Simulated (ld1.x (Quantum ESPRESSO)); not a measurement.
## bismuth (Bi), TM: configuration errors across variants

```json
{
  "Element": "Bi (Z = 83)",
  "Generator": "ld1.x (Quantum ESPRESSO) 7.5",
  "Type": "norm-conserving Troullier–Martins (Kleinman–Bylander form)",
  "Functional": "PBEsol",
  "Relativity": "scalar-relativistic",
  "Frozen core": "[Xe] 4f14 5d10",
  "Valence charge": "5",
  "Reference configuration": "6s2 6p3",
  "Partial waves": "6s (bound): rc 1.50 bohr; 6p (bound): rc 2.55 bohr; 6d channel at -0.2 Ry: rc 2.70 bohr",
  "Local potential": "the d channel",
  "Core correction": "none"
}
```

All-electron excitation energies from the reference (eV): (1) 6s2 6p2 7.949; (2) 6s2 6p1 23.239; (3) 6s2 6p0 46.596; (4) 6s2 6p2.5 3.113; (5) 6s1 6p4 10.116; (6) 6s2 6p3.3 -1.100; (7) 6s1 6p0 92.074.

1 further variants failed, have other tests or too few solved ones, and are left out.

A true bound ghost makes a file unfit for plane-wave use even where its test errors are small: the radial tests pick states by their node count and pass the ghost by.

Errors AE − PS in meV (a dash: test not solved or not reliable):

```csv
change,(1),(2),(3),(4),(5),(6),(7),bound ghosts
base,-18,-76,-113,-4.5,-0.5,-0.1,-77,"s, p"
wave 6d channel at -0.2 Ry: rc 2.70 bohr becomes 6d channel at -0.15 Ry: rc 2.70 bohr,-19,-77,-115,-4.6,-0.9,-0.1,-81,"s, p"
wave 6d channel at -0.2 Ry: rc 2.70 bohr becomes 6d channel at -0.05 Ry: rc 2.70 bohr,-19,-79,-118,-4.7,-1.6,-0.1,-87,"s, p"
wave 6d channel at -0.2 Ry: rc 2.70 bohr becomes 6d channel at 0.16 Ry: rc 2.70 bohr,-20,-83,-123,-5.0,-3.0,-0.2,-95,"s, p"
wave 6d channel at -0.2 Ry: rc 2.70 bohr becomes 6d channel at 1.68 Ry: rc 2.70 bohr,+22,+183,+743,+3.0,+29,+1.4,+2245,s
wave 6d channel at -0.2 Ry: rc 2.70 bohr becomes 6d channel at 2.47 Ry: rc 2.70 bohr,-5.2,-13,+35,-1.7,+8.2,+0.6,+178,none
```

Give the same row for: wave 6d channel at -0.2 Ry: rc 2.70 bohr becomes 6d channel at 0.52 Ry: rc 2.70 bohr.

-24, -96, -130, -6.0, -7.1, -0.5, -106; bound ghosts: s, p.
